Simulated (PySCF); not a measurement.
# Ionisation energy along the 18-electron series

Calculated with PySCF 2.14 and a two-component X2C-1e Hamiltonian (Gaussian nucleus, no Breit or QED terms), each ion in its own even-tempered basis scaled to its charge; GMP2 freezes 1s2 and drops the highest virtual spinors. Values in eV. NIST values: (m) measured, (s) semi-empirical, (t) theoretical.

```json
{"ion": "Ta(55+)", "configuration": "[Ar]", "GHF (spin-free)": "5637.3", "GMP2 (spin-free)": "5638.3", "GHF (screened spin-orbit)": "5540.4", "GMP2 (screened spin-orbit)": "5541.4", "NIST": "5537 ± 5 (t)"}
{"ion": "Re(57+)", "configuration": "[Ar]", "GHF (spin-free)": "6032.4", "GMP2 (spin-free)": "6033.4", "GHF (screened spin-orbit)": "5923.0", "GMP2 (screened spin-orbit)": "5924.0", "NIST": "5919 ± 6 (t)"}
```

**Question.** Fill in the row of W(56+).

**Answer.** configuration: [Ar]; GHF (spin-free): 5832.9; GMP2 (spin-free): 5833.9; GHF (screened spin-orbit): 5729.9; GMP2 (screened spin-orbit): 5730.9; NIST: 5719 ± 5 (s).
